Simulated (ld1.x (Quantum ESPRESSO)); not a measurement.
# silver (Ag): one change to a TM potential, before and after

```json
{"Element": "silver", "Generator": "ld1.x (Quantum ESPRESSO) 7.5", "Type": "norm-conserving Troullier–Martins (Kleinman–Bylander form)", "Functional": "PBE", "Relativity": "scalar-relativistic", "Frozen core": "[Kr]", "Valence charge": "11", "Reference configuration": "4d9.5 5s0 5p0 (charge +1.5)", "Partial waves": "5s (bound, empty): rc 1.90 bohr; 5p (bound, empty): rc 2.20 bohr; 4d (bound): rc 1.55 bohr", "Local potential": "all-electron potential smoothed inside 1.75 bohr (lloc = -1)", "Core correction": "none"}
```

All-electron outer shells of the reference configuration (PBE, scalar-relativistic, ld1.x):

| shell | level (eV) | outermost node (bohr) | outermost maximum (bohr) |
| --- | --- | --- | --- |
| 4p | -73.66 | 0.44 | 0.87 |
| 4d | -22.04 | 0.43 | 1.03 |
| 5s | -15.88 | 1.10 | 2.28 |
| 5p | -10.13 | 1.23 | 2.86 |

Change: local potential the s channel.

Cutoffs: the cutoffs (Ry, on a coarse ladder) from which the occupation-weighted sum of valence levels, in a spherical-Bessel basis at the reference potential, stays within 10 and 1 mRy of its value at 400 Ry; they do not see the model core or the augmentation charge, which bear on the density cutoff. Errors are all-electron minus pseudo energies relative to the spin-unpolarised reference configuration.

Problem. Predict the effect on cutoff, ghosts and configuration errors.

Solution. The potential gets neither clearly harder nor softer (70 Ry and 110 Ry → 70 Ry and 110 Ry); the bound ghost in s disappears; of the 7 tests that both files solve, the error grows in 4 and shrinks in 2 by more than 15 % and 0.3 meV (median size 16.5 → 26.6 meV); the range in which the s phases agree narrows (upper end 3.6 → 1.6); the range in which the p phases agree widens (upper end -0.4 → 4.3). In the separable form a ghost depends on how the local part lies against the semilocal potential of the channel, so the choice of the local part can create or remove one.

```csv
quantity,base,changed
"cutoff, loose",70 Ry,70 Ry
"cutoff, tight",110 Ry,110 Ry
bound ghosts,s,none
"error for 4d10 5s1 5p0, meV [ΔE -17.16 eV]",+36,+27
"error for 4d10 5s0 5p0, meV [ΔE -9.40 eV]",-4.0,-24
"error for 4d9 5s0 5p0, meV [ΔE 12.71 eV]",-10,-35
"error for 4d9 5s1 5p0, meV [ΔE -4.00 eV]",-17,-32
"error for 4d10 5s0 5p1, meV [ΔE -13.29 eV]",+27,+1.0
"error for 4d9 5s2 5p0, meV [ΔE -13.08 eV]",+8.2,-7.0
"error for 4d7 5s0 5p0, meV [ΔE 100.62 eV]",-477,-1205
s: phases at 2.41 bohr within 0.05 rad from the reference energy up to (Ry; the scan ends near 5),3.6,1.6
p: phases at 2.41 bohr within 0.05 rad from the reference energy up to (Ry; the scan ends near 5),-0.4,4.3
d: phases at 2.41 bohr within 0.05 rad from the reference energy up to (Ry; the scan ends near 5),1.3,0.1
```

Base: These tests converged, but a pseudo level misses the all-electron one widely, so the file describes the atom poorly there or has found another state: 4d7 5s0 5p0: empty 5p by 4.8 eV (a node warning on the way). A true bound ghost makes a file unfit for plane-wave use even where its test errors are small: the radial tests pick states by their node count and pass the ghost by.
